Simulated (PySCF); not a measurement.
## Ionisation energy along the 23-electron series

Calculated with PySCF 2.14 and a two-component X2C-1e Hamiltonian (Gaussian nucleus, no Breit or QED terms), each ion in its own even-tempered basis scaled to its charge; GMP2 freezes [Ne] and drops the highest virtual spinors. Values in eV. NIST values: (m) measured, (s) semi-empirical, (t) theoretical.

| ion | configuration | GHF (spin-free) | GMP2 (spin-free) | NIST |
| --- | --- | --- | --- | --- |
| In²⁶⁺ | [Ar] 3d5 | 1422.8 | 1422.9 | 1413 ± 4 (t) |
| Sn²⁷⁺ | [Ar] 3d5 | 1519.2 | 1519.3 | 1508 ± 4 (t) |
| Sb²⁸⁺ | [Ar] 3d5 | 1618.7 | 1618.8 | 1606 ± 4 (t) |

Between Z = 49 and Z = 51 the GMP2 (spin-free) value grows as Z to the power 3.22.
